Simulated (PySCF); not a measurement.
Relaxation of singlet HGaS

Method: PBE0/[Ga def2-TZVP, S def2-TZVP, H def2-TZVP], no relativity, density fitting, PySCF. A (50,194) grid was used.

A hand-made bent start, of Cs symmetry, held to at least that symmetry:

```xyz
3
charge 0 multiplicity 1, angstrom
Ga    0.5296    0.0000   -0.3885
S    -1.1988    0.0000    0.8217
H     1.8075    0.0000    0.5063
```

At each step, columns x, y, z (Å) and Fx, Fy, Fz (eV/Å):

```
step 0  E − E(last) = 121.43 kJ/mol
Ga   0.530   0.000  -0.389  -1.256   0.000   2.143
S   -1.199   0.000   0.822   0.525   0.000  -1.337
H    1.808   0.000   0.506   0.731   0.000  -0.806
step 1  E − E(last) = 74.01 kJ/mol
Ga   0.497   0.000  -0.242  -0.116   0.000   1.832
S   -1.292   0.000   0.759   0.040   0.000  -0.845
H    1.933   0.000   0.422   0.077   0.000  -0.987
step 2  E − E(last) = 28.38 kJ/mol
Ga   0.472   0.000   0.015   1.276   0.000   1.115
S   -1.443   0.000   0.656   0.043   0.000  -0.430
H    2.109   0.000   0.269  -1.319   0.000  -0.685
step 3  E − E(last) = 13.90 kJ/mol
Ga   0.487   0.000   0.132   1.151   0.000   0.625
S   -1.473   0.000   0.606   0.142   0.000  -0.281
H    2.125   0.000   0.201  -1.293   0.000  -0.344
step 4  E − E(last) = 0.73 kJ/mol
Ga   0.527   0.000   0.244   0.224   0.000   0.154
S   -1.447   0.000   0.553  -0.184   0.000  -0.051
H    2.059   0.000   0.142  -0.040   0.000  -0.103
step 5  E − E(last) = 0.21 kJ/mol
Ga   0.537   0.000   0.296  -0.235   0.000   0.022
S   -1.465   0.000   0.532   0.315   0.000  -0.034
H    2.066   0.000   0.112  -0.080   0.000   0.012
step 6  E − E(last) = 0.00 kJ/mol
Ga   0.535   0.000   0.294   0.009   0.000   0.000
S   -1.454   0.000   0.532  -0.014   0.000   0.002
H    2.058   0.000   0.114   0.005   0.000  -0.002
step 7  E − E(last) = 0.00 kJ/mol
Ga   0.535   0.000   0.294   0.000   0.000   0.000
S   -1.455   0.000   0.532   0.000   0.000   0.001
H    2.058   0.000   0.113  -0.001   0.000  -0.001
```

It ends at C∞v with Ga–H 1.534 Å, Ga–S 2.004 Å; H–Ga–S 180.0°. No frequency check is given, so it may be a saddle point. Other isomers or separated fragments may lie lower.

The relaxation took about 21 core-seconds on a shared host.
